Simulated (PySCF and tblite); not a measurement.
Values are calculated unless marked as measured or tabulated.
System: C5H11NS, numbered as in [CH3:1][N:2]1[CH2:3][CH2:4][S:5][CH2:6][CH2:7]1.

For the pyramidal inversion at N2: electronic barrier 6.85 kcal/mol, zero-point change -0.88 kcal/mol, thermal and entropy terms at 250 K a further -0.08 kcal/mol (symmetry numbers apart). The minimum is Cs, the saddle C1. Level: PBE0/pcSseg-1 + D3(BJ) on GFN2-xTB stationary points, with GFN2-xTB thermal terms. Rate constants are transition-state-theory values, counting equivalent paths, without tunnelling. Run with tblite and PySCF.

**Question.** How many equivalent paths lead out of the minimum?

**Answer.** 2: the symmetry number of the minimum is 1, that of the saddle displaced along its mode 1, and the displaced saddle is chiral while the minimum is not, which doubles the count.

**Question.** Work out the rate at 250 K.

**Answer.** ΔG‡ = 5.89 kcal/mol; k_B T/h = 5.2×10¹² s⁻¹; exp(−ΔG‡/RT) = 7.1×10⁻⁶; times 2 gives k = 7.4×10⁷ s⁻¹. Wigner's tunnelling factor for the 229i cm⁻¹ mode would be 1.07.
